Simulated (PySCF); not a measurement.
## Dipole moment and polarisability of `C=CC1=CCO[C@@H]1F`

Compound: C6H7FO.
Numbering: `[CH2:1]=[CH:2][C:3]1=[CH:4][CH2:5][O:6][C@@H:7]1[F:8]` (hydrogens: H9, H10 on C1; H11 on C2; H12 on C4; H13, H14 on C5; H15 on C7)

Structure used (GFN2-xTB), in Å, numbered top down from 1:
```xyz
15
C6H7FO angstrom
C     -2.508    0.131   -0.246
C     -1.537   -0.625    0.256
C     -0.135   -0.289    0.216
C      0.894   -0.929    0.777
C      2.165   -0.204    0.485
O      1.793    0.812   -0.444
C      0.425    0.950   -0.450
F      0.057    2.073    0.297
H     -3.541   -0.165   -0.179
H     -2.308    1.076   -0.721
H     -1.766   -1.563    0.746
H      0.868   -1.828    1.363
H      2.924   -0.833    0.009
H      2.597    0.243    1.391
H      0.067    1.158   -1.466
```

Level: PBE0/def2-SVPD (PySCF), static field, nuclei fixed, core orbitals frozen in the response. The polarisability tensor in these axes (au):

```
x   106.15 -10.01  12.15
y   -10.01  67.16  -9.05
z    12.15  -9.05  58.81
```

**Question.** Give the principal values, the mean and the anisotropy Δα = √{½[(α1 − α2)² + (α2 − α3)² + (α1 − α3)²]}.

**Answer.** Principal values 52.47, 67.40 and 112.26 au; mean 77.37 au = 11.47 Å³ = 12.76 × 10⁻⁴⁰ C²·m²/J; Δα = 53.90 au (70 % of the mean).

**Question.** What is the dipole moment, and where does it point?

**Answer.** (-0.19, -2.75, 0.33) D, 2.77 D in size, pointing from the negative to the positive side. Measured along this direction, the outermost atoms are F8 at the negative end and H12 at the positive end.

**Question.** Estimate the molar refractivity from the static electronic polarisability.

**Answer.** Lorentz–Lorenz: R = (4π/3)N_A α = 2.5225 cm³/(mol·Å³) × 11.47 Å³ = 28.9 cm³/mol, in the limit of long wavelengths.

**Question.** Sum over states: ᾱ = Σ f/ω², ω in Eh. What share falls to these 6 lowest TDDFT singlets (eV, f)? 5.66, 0.6019; 6.22, 0.0246; 6.68, 0.0072; 6.72, 0.0029; 6.93, 0.0022; 7.25, 0.0034.

**Answer.** They add up to 14.66 au, 18.9 % of the 77.37 au; the largest single term is 13.94 au, from the state at 5.66 eV. Terms in order: 13.94, 0.47, 0.12, 0.05, 0.03, 0.05 au. Higher excitations give the rest. The strengths listed sum to 0.642.

**Question.** How large is μ²/3kT at 500 K beside α?

**Answer.** In Gaussian units μ²/3kT = 37.12 Å³ against 11.47 Å³, a ratio of 3.24; the Debye molar polarisation (4π/3)N_A(α + μ²/3kT) is 122.5 cm³/mol, leaving out the vibrational part.

**Question.** Traceless (Buckingham) quadrupole moment about the centre of nuclear charge: eigenvalues?

**Answer.** -7.66, -2.21, 9.87 D·Å. The values depend on the origin, since the dipole doesn't vanish. The electronic extent ⟨r²⟩ about the same centre is 906 bohr², a root-mean-square distance of 2.06 Å for the 60 electrons.

**Question.** What would n − 1 = 2πNα be for an ideal gas of these molecules at 400 K and 1 atm, electronic part alone?

**Answer.** N = p/kT = 1.8347 × 10¹⁹ cm⁻³, so n − 1 = 2π × N × 11.47 × 10⁻²⁴ cm³ = 1322 × 10⁻⁶ at long wavelengths.

One conformer (not necessarily the lowest) at the GFN2-xTB geometry, without solvent, vibrations or thermal averaging.
